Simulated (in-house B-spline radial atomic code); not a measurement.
Configurations of the bromine ion Br²⁺, with energies counted from [Ar] 3d10 4s2 (4p1/2)2 (4p3/2)1. Computed with a radial B-spline atomic code at the basis-set limit: Dirac-Hartree-Fock, average of each configuration as written, Fermi nucleus of rms radius 4.1629 fm. Energies include first-order Breit, QED and recoil terms.

Occupations are held fixed; configurations that lie above the ionisation limit could autoionise.

```
                                        configuration  E - E(ref) (eV)  highest orbital  its <r> (bohr)
                               [Ar] 3d10 4s2 (4p3/2)3           1.2006            4p3/2           1.876
                      [Ar] 3d10 4s2 (4p1/2)2 (5f7/2)1           28.126            5f7/2           10.21
         [Ar] (3d3/2)4 (3d5/2)5 4s2 (4p3/2)3 (4f5/2)1           96.293            4f5/2           5.762
         [Ar] (3d3/2)3 (3d5/2)6 4s2 (4p3/2)3 (6d5/2)1           99.588            6d5/2            10.6
[Ar] (3d3/2)4 (3d5/2)5 4s2 (4p1/2)1 (4p3/2)2 (8g7/2)1           100.82            8g7/2           28.63
[Ne] 3s2 (3p1/2)1 (3p3/2)4 3d10 4s2 (4p3/2)3 (4f5/2)1            220.3            4f5/2           5.763
```

Order these further configurations by energy, lowest first.
A. [Ne] 3s2 (3p1/2)1 (3p3/2)4 3d10 4s2 (4p1/2)2 (4p3/2)1 (7d3/2)1
B. [Ar] (3d3/2)4 (3d5/2)5 4s2 (4p1/2)2 (4p3/2)2
C. [Ar] (3d3/2)3 (3d5/2)6 4s2 (4p3/2)3 (5d5/2)1
D. [Ne] 3s2 (3p1/2)1 (3p3/2)4 3d10 4s2 (4p3/2)3 (8g7/2)1
E. [Ar] 3d10 4s1 (4p3/2)3 (7g9/2)1

E (46.451 eV), B (67.009 eV), C (96.309 eV), A (223.71 eV), D (226.18 eV).

How far above the reference does [Ar] 3d10 4s2 (4p1/2)1 (4p3/2)2 lie?

0.1345 eV; its least bound orbital is 4p3/2 with <r> = 1.876 bohr.

How far above the reference does [Ar] (3d3/2)3 (3d5/2)6 4s2 (4p3/2)3 6s1 lie?

96.183 eV; its least bound orbital is 6s1/2 with <r> = 7.106 bohr.
